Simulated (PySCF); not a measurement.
CH₆ClNOSi₂, SMILES O[Si@@]1(Cl)CN[SiH2]1.

Coordinates come from a PBE0-D3(BJ)/def2-SVP optimisation. The structure was generated by enumeration; whether it is a known compound was not checked. Other conformers were not sampled.

These are PBE/def2-TZVP (PySCF) values and carry that method's errors.

Gas-phase values at a fixed geometry.

Computed frontier levels, gap, dipole moment and polarisability:
The highest occupied level is -5.56 eV, the lowest empty level comes out as -1.08 eV and the orbital gap is 4.48 eV. The dipole moment comes out as 0.90 D, the quadrupole, principal values (traceless, Buckingham form, about the centre of nuclear charge) is -8.23, -4.60, 12.83 D·Å and the mean static polarisability is 88.2 bohr³ (13.07 Å³). The polarisability, principal values is 77.8, 84.3, 102.5 bohr³.
